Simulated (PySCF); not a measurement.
These 4 structures share the formula C3H11FOSi2. Method used: PySCF, PBE0-D3(BJ)/def2-SVP geometry optimisation, gas phase. Energies are electronic, without zero-point or thermal terms, for one conformer each. No frequencies were run at this level. Point groups hold within 0.08 Å.

Question: Rank from lowest to highest electronic energy at this level (kcal/mol).
A. `[CH3:1][O:2][Si@@H:3]([F:4])[CH2:5][CH2:6][SiH3:7]` with C1–O2–Si3–F4 64°, O2–Si3–C5–C6 175°, Si3–C5–C6–Si7 62°
B. `[CH3:1][Si:2]([CH3:3])([CH2:4][F:5])[O:6][SiH3:7]` with C1–Si2–C4–F5 -171°, C1–Si2–O6–Si7 159°
C. `[CH3:1][CH2:2][C@H:3]([F:4])[SiH2:5][O:6][SiH3:7]` with C1–C2–C3–F4 -56°, C2–C3–Si5–O6 66°, C3–Si5–O6–Si7 45°
D. `[CH3:1][CH:2]([CH3:3])[SiH2:4][O:5][SiH2:6][F:7]` with C1–C2–Si4–O5 179°, C2–Si4–O5–Si6 6°, Si4–O5–Si6–F7 1°

Answer: D (0.0), B (33.4), A (33.5), C (51.0).

As drawn, the lowest has an Si–F bond, which the highest lacks. Neighbours under 2.5 kcal/mol apart (C[Si](C)(CF)O[SiH3] and CO[Si@@H](F)CC[SiH3]) can change places with a better method, another conformer or zero-point energy.

```json
{"SMILES": "CC(C)[SiH2]O[SiH2]F", "E (Eh)": "-874.17778", "E rel (kcal/mol)": "0.0", "dipole (D)": "0.73", "point group": "C1", "A, B, C (MHz)": "3043, 964.7, 779.8"}
{"SMILES": "C[Si](C)(CF)O[SiH3]", "E (Eh)": "-874.12459", "E rel (kcal/mol)": "33.4", "dipole (D)": "2.22", "point group": "C1", "A, B, C (MHz)": "1961, 1317, 1067"}
{"SMILES": "CO[Si@@H](F)CC[SiH3]", "E (Eh)": "-874.12439", "E rel (kcal/mol)": "33.5", "dipole (D)": "1.92", "point group": "C1", "A, B, C (MHz)": "4188, 819.9, 722.8"}
{"SMILES": "CC[C@H](F)[SiH2]O[SiH3]", "E (Eh)": "-874.09649", "E rel (kcal/mol)": "51.0", "dipole (D)": "1.57", "point group": "C1", "A, B, C (MHz)": "2437, 1082, 913.1"}
```

Q: How do the relative energies change in single points at KT2/pcSseg-1 (no added dispersion term) on the same geometries?

A: 
| SMILES | PBE0-D3(BJ)/def2-SVP (kcal/mol) | KT2/pcSseg-1 (kcal/mol) | shift |
| --- | --- | --- | --- |
| CC(C)[SiH2]O[SiH2]F | 0.0 | 0.0 | 0.0 |
| C[Si](C)(CF)O[SiH3] | 33.4 | 33.0 | -0.4 |
| CO[Si@@H](F)CC[SiH3] | 33.5 | 33.4 | -0.1 |
| CC[C@H](F)[SiH2]O[SiH3] | 51.0 | 50.3 | -0.7 |

Each column counts from its own lowest isomer. The order is unchanged; the largest shift is 0.7 kcal/mol.
